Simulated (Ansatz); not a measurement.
A nudged elastic band was laid between two geometries of H2S + H6OSi2 (12 atoms, charge 0, multiplicity 1).

All numbers below come from Ansatz, RKS PBE0-D4/def2-SVP.

```json
{
  "movable images": "7",
  "climbing image": "yes",
  "spring": "5.0 eV/Å²",
  "optimiser": "quadratic models (default)",
  "start path": "through a guess of the saddle point",
  "force threshold": "0.03 eV/Å",
  "iteration limit": "60",
  "end points": "relaxed"
}
```

Image 0:

```xyz
12
Properties=species:S:1:pos:R:3
Si -0.164 -0.559 1.240
O 1.431 -0.791 0.735
H -0.976 -1.802 1.038
H -0.170 -0.267 2.711
Si -1.053 1.264 0.053
H 1.268 -0.952 -1.322
S 0.509 -0.875 -2.444
H 1.939 -1.429 1.247
H 0.045 2.025 -0.615
H -2.076 0.840 -0.945
H -1.712 2.181 1.039
H 0.958 0.363 -2.736
```

Image 8:

```xyz
12
Properties=species:S:1:pos:R:3
Si -0.757 -1.058 0.135
O 1.890 0.532 0.524
H -2.097 -1.680 -0.109
H -0.220 -1.638 1.403
Si -0.882 1.289 0.165
H 1.960 -0.139 -0.175
S 0.638 -1.786 -1.376
H 2.142 0.055 1.323
H -0.102 1.865 -0.969
H -2.322 1.659 -0.050
H -0.464 1.851 1.480
H 0.214 -0.951 -2.350
```

Which bonds break or form, and what moves?

Bonds broken: Si1–O2, H6–S7. Bonds formed: Si1–S7, O2–H6. H2S + H6OSi2 becomes H2O + H6SSi2.

What energy profile does the band end with?

The run converged. The highest image is number 4 of 0 to 8, 99.9 kJ/mol above the first end and 100.5 kJ/mol above the last; the last end lies 0.7 kJ/mol below the first. A vibrational analysis at the climbing image gives one clearly imaginary mode, 203i cm⁻¹: a first-order saddle point. The orbitals stay closed-shell, which can raise the energy where a bond breaks towards radicals; this wasn't checked here.

```
image  path coordinate (Å)  energy (kJ/mol)  Si1–O2 (Å)  H6–S7 (Å)  Si1–S7 (Å)
    0                 0.00              0.0        1.69       1.36        3.76
    1                 0.53              1.2        1.69       1.36        3.54
    2                 1.06             12.6        1.70       1.37        3.22
    3                 1.60             61.2        1.76       1.47        2.82
    4                 2.13             99.9        1.90       1.91        2.57
    5                 3.67             33.1        3.11       2.29        2.19
    6                 5.22             12.8        3.31       2.65        2.16
    7                 6.76              9.5        3.11       2.48        2.18
    8                 8.30             -0.7        3.11       2.43        2.18
```

What is the geometry of the highest image?


```xyz
12
Properties=species:S:1:pos:R:3
Si -0.159 -0.563 0.661
O 1.708 -0.828 0.422
H -0.947 -1.830 0.641
H 0.153 -0.402 2.141
Si -1.223 1.420 0.034
H 1.652 -1.167 -0.563
S 0.235 -1.021 -1.837
H 2.182 -1.390 1.056
H -0.194 2.298 -0.609
H -2.303 1.124 -0.952
H -1.793 2.159 1.207
H 0.689 0.201 -2.201
```

What are the harmonic wavenumbers there?

203i, 91, 136, 151, 317, 342, 390, 394, 432, 459, 512, 545, 626, 727, 741, 854, 900, 925, 938, 1006, 1057, 1304, 2074, 2208, 2218, 2231, 2250, 2537, 2702, 3798 cm⁻¹.

Run time: 5.2 min on 2 threads of Intel(R) Xeon(R) Platinum 8488C (Sapphire Rapids) (shared host), peak memory 0.27 GiB.
